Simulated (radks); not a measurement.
Values are calculated unless marked as measured or tabulated.
Neutral xenon inside a hard spherical wall (all orbitals vanish at R), configuration held at [Xe] and not refilled when levels cross. Code: a radial shooting solver on a logarithmic mesh with Libxc functionals. Model: scalar-relativistic Kohn-Sham, LDA (Slater exchange, VWN5 correlation), spin-polarised, spherical densities, finite nucleus; Fermi nuclear charge, rms radius 4.7859 fm. Eigenvalues in eV for spin up, with the zero of energy where the potential of the charges vanishes at infinity; a dash marks a level that is unbound or too diffuse for the functional's potential to be trusted. A positive occupied level is held by the wall or, in an anion where self-interaction has pushed it up, behind a barrier. The pressure on the wall is -dE/dV.

R (bohr)  E (hartree)  kinetic (hartree)    e(4p)    e(4d)    e(5s)   e(5p)  e(6s, empty)  e(5d, empty)  pressure (GPa)
free      -7441.12114           7822.543  -141.03  -59.456  -19.983  -8.386        -0.498             -               0
20        -7441.12114           7822.543  -141.03  -59.456  -19.983  -8.386        -0.492         0.905        < 0.0001
15        -7441.12114           7822.543  -141.03  -59.456  -19.983  -8.386        -0.452         1.243        < 0.0001
12        -7441.12114           7822.543  -141.03  -59.456  -19.983  -8.385        -0.330         1.552        < 0.0001
10        -7441.12111           7822.543  -141.02  -59.453  -19.981  -8.383        -0.061         1.897         0.00121
8         -7441.12038           7822.551  -140.98  -59.406  -19.942  -8.346         0.789         2.579          0.0440
5         -7441.03613           7823.132  -138.97  -57.429  -18.386  -6.701         9.723         7.258            12.7
4         -7440.68849           7825.000  -134.61  -53.169  -15.018  -2.791        24.526        14.230             106
3.5       -7440.11015           7827.681  -129.87  -48.582  -11.050   2.016        40.946        21.848             334
2.5       -7434.74698           7848.348  -107.52  -27.218   14.205  32.762        132.97        65.155            4780
1.5       -7373.98944           8043.851  -10.598   73.781   221.12  263.06        654.92        325.72          198000
